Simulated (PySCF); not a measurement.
**Ionisation energy of S⁹⁺ by level of theory**

S⁹⁺ [He] 2s2 2p3 [2p1/2^2 2p3/2^1, M_J = 3/2] → S¹⁰⁺ [He] 2s2 2p2 [2p1/2^2, M_J = 0], as a difference of total energies. Calculation: PySCF 2.14, in an even-tempered Gaussian basis (18 s from 1.2 bohr⁻², ratio 2.4; 11 p from 1.6 bohr⁻², ratio 2.4; 5 d from 7.5 bohr⁻², ratio 2.6; 5 f from 11 bohr⁻², ratio 2.6); the two-component X2C-1e Hamiltonian. Correlated levels: nothing frozen; the 30 highest virtual spinors dropped. "Screened" scales the spin-orbit matrix elements by Boettger's factors to mimic the two-electron term; Breit and QED terms are absent.

```csv
method,ionisation energy (eV)
GHF (spin-free),448.77
GMP2 (spin-free),449.16
GHF (screened spin-orbit),448.19
GMP2 (screened spin-orbit),448.57
```

How much does correlation contribute at GMP2 (screened spin-orbit)?

448.57 − (448.19) = 0.38 eV, measured against GHF (screened spin-orbit).

The labels give the starting determinants; with spin-orbit coupling the two ends relaxed to ⟨J²⟩ = 3.75, ⟨L²⟩ = 0.01, ⟨S²⟩ = 3.74 and ⟨J²⟩ = 1.74, ⟨L²⟩ = 1.99, ⟨S²⟩ = 1.99.

The determinant of S¹⁰⁺ mixes levels of different J (the jj label is only the starting occupation), so the difference between spin-free and spin-orbit rows is not the physical spin-orbit shift.

For comparison: 447.7 ± 0.3 eV (semi-empirical (NIST evaluation); NIST Atomic Spectra Database, ionization energies).
